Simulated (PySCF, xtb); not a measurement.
CH7NSi3, SMILES [SiH3][Si@H]1N=C[SiH2]1.

Harmonic wavenumbers (cm⁻¹) from GFN2-xTB in xtb at its own minimum, in rising order: 20, 82, 100, 236, 321, 355, 424, 428, 460, 476, 496, 526, 592, 617, 722, 732, 775, 797, 807, 810, 822, 1230, 1603, 2098, 2207, 2214, 2219, 2242, 2246, 2949.

Problem. What does PySCF with B3LYP-D3(BJ)/def2-SVP give at its own minimum? (The exact figures need the calculation; the answer reports its results.)

Solution. 81, 94, 106, 226, 352, 418, 429, 474, 510, 547, 584, 624, 675, 708, 760, 780, 874, 906, 940, 943, 944, 1290, 1593, 2188, 2198, 2204, 2208, 2217, 2222, 3007. Paired by order, the mean absolute difference is 57 cm⁻¹ and the zero-point energies are 42.3 and 44.5 kcal/mol.
